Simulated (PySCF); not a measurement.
**Electric field gradients and quadrupole coupling constants**

Compound: C4H9FOSi2.
Atom-mapped SMILES: `[O:1]=[CH:2][SiH2:3][CH2:4]/[C:5]([SiH3:6])=[CH:7]\[F:8]` (hydrogens: H9 on C2; H10, H11 on Si3; H12, H13 on C4; H14, H15, H16 on Si6; H17 on C7)

Geometry (GFN2-xTB, Å), atoms numbered from 1 in this order:
```
atom  x, y, z in Å
O1    -0.5644   -0.1608    2.0759
C2    -1.6255   -0.2683    1.5129
Si3   -1.9149   -0.0201   -0.3735
C4    -0.3032    0.6799   -1.1021
C5     0.8709   -0.0521   -0.5240
Si6    1.7855    0.6799    0.9602
C7     1.2425   -1.2205   -1.0158
F8     0.6041   -1.8049   -2.0668
H9    -2.5137   -0.5489    2.1195
H10   -2.2520   -1.3486   -0.8868
H11   -3.0445    0.9054   -0.5043
H12   -0.3230    0.5647   -2.1884
H13   -0.2187    1.7456   -0.8870
H14    1.0374    1.8274    1.4677
H15    3.0563    1.2009    0.4219
H16    2.0903   -0.3423    1.9509
H17    2.0657   -1.8253   -0.6716
```

Field gradients from the PBE0/pcSseg-1 density (PySCF, non-relativistic), principal values in atomic units, ordered |Vxx| ≤ |Vyy| ≤ |Vzz|:

```csv
atom,Vxx,Vyy,Vzz
O1,0.4072,1.7115,-2.1187
```

Q: Find the asymmetry η = (Vxx − Vyy)/Vzz and the couplings χ = eQV/h (234.96 MHz × Q in barn × V in au), with Q(17O) = −0.0256 b.

A: 
```json
{"atom": "O1", "environment": "carbonyl oxygen", "nucleus": "17O", "η": "0.62", "χzz (MHz)": "12.74", "χxx (MHz)": "-2.45", "χyy (MHz)": "-10.29"}
```

Q: What is Vzz at O1 in SI units (1 au = 9.71736 × 10²¹ V/m²)?

A: -2.1187 au = -20.588 × 10²¹ V/m².

Q: And the gradient at the other heavy atoms, for which no coupling is worked out here?

A: 
| atom | environment | Vzz (au) | η |
| --- | --- | --- | --- |
| C2 | carbonyl carbon | 0.615 | 0.21 |
| Si3 | SiH2 silicon | 0.198 | 0.61 |
| C4 | sp3 carbon bound to silicon | 0.080 | 0.34 |
| C5 | fully substituted alkene carbon | 0.240 | 0.82 |
| Si6 | SiH3 silicon | 0.224 | 0.84 |
| C7 | vinylic C–F carbon | -0.462 | 1.00 |
| F8 | vinyl fluorine | 2.840 | 0.16 |

Were the hydrogens deuterons (Q(2H) = 0.00286 b), χzz would run from 104 kHz (H15) to 218 kHz (H17).

Isolated species at its GFN2-xTB geometry (one conformer only). GFN2-xTB bond lengths can be off by several hundredths of an ångström, more for odd bonds, and the gradients follow them. With a basis this small, the couplings can be 20 % off.
